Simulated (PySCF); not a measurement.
Species: C6H9NO.
Bonds: C1–C2, C2–C3 (triple), C3–C4, C4–N5, N5–C6, N5–C7, C7–O8 (double). Hydrogens: H9, H10, H11 on C1; H12, H13 on C4; H14, H15, H16 on C6; H17 on C7.

Four sets of settings were typed for PySCF runs (density fitting) on one GFN2-xTB geometry. Runs with no stated cap are allowed at least 80 cycles.

Problem. One run ended without self-consistency. Which?
A. B3LYP/STO-3G, start guess 1e, at most 66 cycles
B. B97-D/6-31++G**
C. wB97X/ANO-RCC-VDZP, energy threshold 1e-07 Eh, fitting basis def2-qzvpp-jkfit
D. PBE0/def2-SVP, grid level 3

Solution. A. The SCF did not converge in 66 cycles: the last printed gradient is 4.9e+00 and the last change of energy +1.7e+01 Eh. Go back to the default start guess; if that fails, try a level shift or a second-order solver. Its energy and orbitals aren't self-consistent and shouldn't be used.

The end of its output:
```
cycle  61  E = -274.7528889964  dE = -6.517e-02  |g| = 5.280e+00  |ddm| = 1.150e-01
cycle  62  E = -275.3026076769  dE = -5.497e-01  |g| = 5.399e+00  |ddm| = 2.194e-01
cycle  63  E = -279.2113495852  dE = -3.909e+00  |g| = 4.910e+00  |ddm| = 2.308e+00
cycle  64  E = -274.9360265235  dE =  4.275e+00  |g| = 5.353e+00  |ddm| = 2.318e+00
cycle  65  E = -284.0766769942  dE = -9.141e+00  |g| = 2.314e+00  |ddm| = 3.037e+01
cycle  66  E = -267.1384628865  dE =  1.694e+01  |g| = 4.868e+00  |ddm| = 3.083e+01
SCF not converged, last energy = -267.1384628865
```

The others met their thresholds:

| settings | basis functions | SCF cycles | E (Eh) | HOMO (eV) | LUMO (eV) | dipole (D) |
| --- | --- | --- | --- | --- | --- | --- |
| wB97X/ANO-RCC-VDZP, energy threshold 1e-07 Eh, fitting basis def2-qzvpp-jkfit | 157 | 10 | -363.9851 | -9.44 | 1.91 | 4.37 |
| PBE0/def2-SVP, grid level 3 | 157 | 15 | -363.2816 | -7.08 | 0.88 | 4.09 |
| B97-D/6-31++G** | 198 | 16 | -363.7208 | -5.80 | -0.63 | 4.31 |

B97-D ran without the empirical dispersion term, which would shift the total energy alone. Cycle counts include a coarse-grid stage where the run had one. All basis functions are spherical, in the Pople sets too. ANO-RCC sets were contracted for a scalar-relativistic Hamiltonian, but ran non-relativistically here.

Conformer computed: `[CH3:1][C:2]#[C:3][CH2:4][N:5]([CH3:6])[CH:7]=[O:8]`: C3–C4–N5–C6 64°, C4–N5–C7–O8 -2°.
